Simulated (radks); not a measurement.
All-electron atom: Ni IX in [Ne] 3s2 3p4 3d2 4s2 (not the ground configuration).

Calculated with a radial shooting solver on a logarithmic mesh with Libxc functionals: scalar-relativistic Kohn-Sham, OLYP, spin-polarised, spherical densities, point nucleus; open shells are filled with parallel spins first.

Energy parts (eV):
| part | energy |
|---|---|
| total | -40525.479 |
| kinetic | 41112.030 |
| electron-nucleus | -93000.567 |
| Hartree | 12904.573 |
| exchange-correlation | -1541.515 |

Orbitals (lengths in bohr, moments of r in powers of bohr):
| orbital | occ. | eigenvalue (eV) | <r> |
|---|---|---|---|
| 1s up | 1 | -8442.108 | 0.05411 |
| 1s down | 1 | -8440.647 | 0.05410 |
| 2s up | 1 | -1213.816 | 0.2443 |
| 2s down | 1 | -1210.415 | 0.2437 |
| 2p up | 3 | -1077.490 | 0.2147 |
| 2p down | 3 | -1074.039 | 0.2141 |
| 3s up | 1 | -311.0830 | 0.6723 |
| 3s down | 1 | -301.3235 | 0.6777 |
| 3p up | 3 | -269.5124 | 0.6772 |
| 3p down | 1 | -259.7279 | 0.6847 |
| 3d up | 2 | -204.3918 | 0.6559 |
| 3d down | 0 | -194.7215 | 0.6664 |
| 4s up | 1 | -120.6324 | 1.487 |
| 4s down | 1 | -119.5454 | 1.508 |

The highest occupied level is 4s down at -119.55 eV. The configuration is held as typed, so some empty levels lie below it. Summed over all electrons, <r^2> = 9.703 bohr^2, which gives a Langevin (diamagnetic) susceptibility term of -7.68 x 10^-6 cm^3/mol. The density falls to 0.001 e/bohr^3 at r = 2.73 bohr.
